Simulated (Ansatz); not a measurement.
System: H3S (cation, charge +1), singlet: umbrella (inversion) coordinate, bond length relaxed. Scanned: angle between the S-H bonds and the threefold axis (90 = planar). Other coordinates (S-H bond length) were minimised at PBE0/def2-TZVP.

Calculation: CCSD(T) on RHF/aug-cc-pVQZ, frozen core (Ansatz, a quantum-chemistry and plane-wave program).

Scanned values (°): 90, 93.90, 96.90, 99.90, 102.90, 105.90, 108.90, 111.90, 114.90, 117.90, 120.90, 123.90, 126.90, 129.90, 132.

Q: At which scan points does the profile have its minima and maxima, and how high do they lie?

A: Lower than their neighbours: 120.90° (0.000 eV). Higher than their neighbours: 90° (1.336 eV, end of the scan), 132° (0.335 eV, end of the scan). The whole profile spans 1.336 eV.
